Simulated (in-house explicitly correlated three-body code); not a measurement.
Computed with an exponentially correlated three-body code. Model: two electrons around a point charge, non-relativistic, variational in 260 exponentially correlated functions (energies converged to about 1e-7 hartree, or 1e-8 relative for large Z).

Command:
```bash
python run_hyl.py task.json out
```
Settings (lengths in bohr, energies in hartree):
```
Z                      3
screening              0.6
interaction_strength   1
functions              260
states_tried           13
```

Cost of the run: 45 s on 1 thread of Intel(R) Xeon(R) Platinum 8375C CPU @ 2.90GHz (Ice Lake), with other jobs on the host.

**Those bound S and P states to n = 4 that converged, binding against the one-electron ion.**

Given: nuclear charge 3; Yukawa screening of all interactions 0.6 1/bohr.

Computed: one-electron threshold -2.9412766 hartree.

| term | energy (hartree) | binding (eV) |
| --- | --- | --- |
| 1 1S | -4.6935911 | 47.683 |
| 2 3S | -2.96021002 | 0.5152 |
| 2 1S | -2.94540825 | 0.11243 |

**Converged states only, values per electron or pair (inverse distances are <exp(-kr)/r>).**

```
term  mean r (bohr)  mean r squared (bohr²)  mean inverse r (1/bohr)  mean r12 (bohr)  mean inverse r12 (1/bohr)  mean cosine  mean p1 dot p2 (bohr⁻²)  delta r1 (bohr⁻³)  delta r12 (bohr⁻³)
1 1S        0.59477                 0.48624                   2.1079          0.89625                     1.0474     -0.04126                  0.25657             6.5056             0.48945
2 3S         2.6503                  15.509                   1.2444           4.8248                    0.05405   -0.0036209                0.0021728             4.1597                   -
2 1S         4.3596                  49.832                   1.2224           8.2262                   0.030734   -0.0019286                0.0025218             4.1172           0.0082614
```

**Static dipole response.**

```json
{"state": "1 1S", "polarisability (bohr³)": "0.23528"}
```
